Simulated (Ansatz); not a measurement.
Geometry optimisation, RKS PBE/STO-3G in Ansatz.

input.yaml

```yaml
crystal:
  periodic: [false, false, false]
  atoms:
    - { symbol: Si, position_ang: [0.0, 0.0, 0.0] }
    - { symbol: "N", position_ang: [0.0, 0.0, 1.82] }
    - { symbol: H, position_ang: [-0.877, -0.2713, 2.35] }
    - { symbol: H, position_ang: [0.877, 0.2713, 2.35] }
    - { symbol: H, position_ang: [1.3768, 0.0, -0.4862] }
    - { symbol: O, position_ang: [-0.7913, 1.3709, -0.5594] }
    - { symbol: Si, position_ang: [-2.4002, 1.4263, -1.0396] }
    - { symbol: H, position_ang: [-3.2124, 0.6421, -0.1138] }
    - { symbol: H, position_ang: [-2.862, 2.8114, -1.0378] }
    - { symbol: H, position_ang: [-2.5267, 0.8736, -2.385] }
    - { symbol: O, position_ang: [-0.7913, -1.3709, -0.5594] }
    - { symbol: Si, position_ang: [-1.673, -2.4329, 0.3983] }
    - { symbol: H, position_ang: [-1.2634, -2.287, 1.792] }
    - { symbol: H, position_ang: [-3.0964, -2.1323, 0.2761] }
    - { symbol: H, position_ang: [-1.4264, -3.8036, -0.0398] }
basis:
  gaussian: { orbitals: STO-3G }
hamiltonian:
  xc: pbe
relax:
  f_tol: 0.02
  max_steps: 40
output:
  orbitals: {}
```

Launched with:

```bash
$ ansatz run input.yaml --threads 1 --pin off --max-ram 2048MiB --backend cpu --events-out ev --progress --plain --runs-dir out
```

Problem. Where does it end, and by what steps?

Solution. It converged. The force dipped under the threshold on the way, but the program's further checks kept it going. Limits of this set-up: minimal basis. After 15 steps the energy has fallen by 0.601 eV; H13 moved furthest, 1.49 Å.

| step | energy less start (eV) | largest force component (eV/Å) | accepted |
| --- | --- | --- | --- |
| 0 | 0.0000 | 2.788 | yes |
| 1 | -0.3034 | 1.625 | yes |
| 2 | -0.3877 | 0.756 | yes |
| 3 | -0.4387 | 0.542 | yes |
| 4 | -0.4700 | 0.621 | yes |
| 5 | -0.4897 | 0.415 | yes |
| 6 | -0.5089 | 0.183 | yes |
| 7 | -0.5269 | 0.148 | yes |
| 8 | -0.5388 | 0.307 | yes |
| 9 | -0.5503 | 0.301 | yes |
| 10 | -0.5704 | 0.253 | yes |
| 11 | -0.5820 | 0.336 | yes |
| 12 | -0.5996 | 0.101 | yes |
| 13 | -0.5975 | 0.222 | no |
| 14 | -0.6003 | 0.018 | yes |
| 15 | -0.6006 | 0.018 | yes |

```xyz
15
Properties=species:S:1:pos:R:3
Si -0.129 0.020 0.157
N -0.291 -0.152 1.923
H -1.122 0.385 2.299
H 0.537 0.276 2.423
H 1.302 -0.114 -0.124
O -0.673 1.477 -0.546
Si -2.285 1.400 -1.155
H -3.258 0.858 -0.206
H -2.636 2.791 -1.412
H -2.404 0.671 -2.416
O -1.121 -1.164 -0.564
Si -1.533 -2.519 0.414
H -0.379 -3.191 1.008
H -2.490 -2.194 1.471
H -2.183 -3.445 -0.507
```

Whether the end is a true minimum wasn't checked by a vibrational analysis.

Time of the run: 73 s on 1 thread of Arm Neoverse V1, with other jobs on the host, peak memory 0.14 GiB.
